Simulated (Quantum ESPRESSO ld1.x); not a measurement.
Task: The mean radii <r> (bohr) of the occupied orbitals of an atom or ion are listed with their occupations. Calculated with ld1.x of Quantum ESPRESSO 7.5: scalar-relativistic Kohn-Sham, LDA (Slater exchange, Perdew-Zunger correlation), spin-unpolarised, spherical densities, point nucleus.

| orbital | occ. | <r> |
|---|---|---|
| 1s | 2 | 0.02560 |
| 2s | 2 | 0.1098 |
| 2p | 6 | 0.09622 |
| 3s | 2 | 0.2924 |
| 3p | 6 | 0.2903 |
| 3d | 10 | 0.2667 |
| 4s | 2 | 0.6742 |
| 4p | 6 | 0.7160 |
| 4d | 10 | 0.8010 |
| 5s | 2 | 1.635 |
| 5p | 6 | 1.922 |
| 6s | 2 | 4.719 |

Name the element and its charge.

Result: Z = 56, barium, charge 0: Ba in [Xe] 6s2. The 1s radius gives Z: for a bare nucleus <r> = (2 gamma + 1)/(2Z) with gamma = sqrt(1 - (Z/c)^2), 0.02523 bohr for Z = 56, and screening makes it slightly larger (0.02560 here). The occupations add up to 56, and the charge is Z minus that.
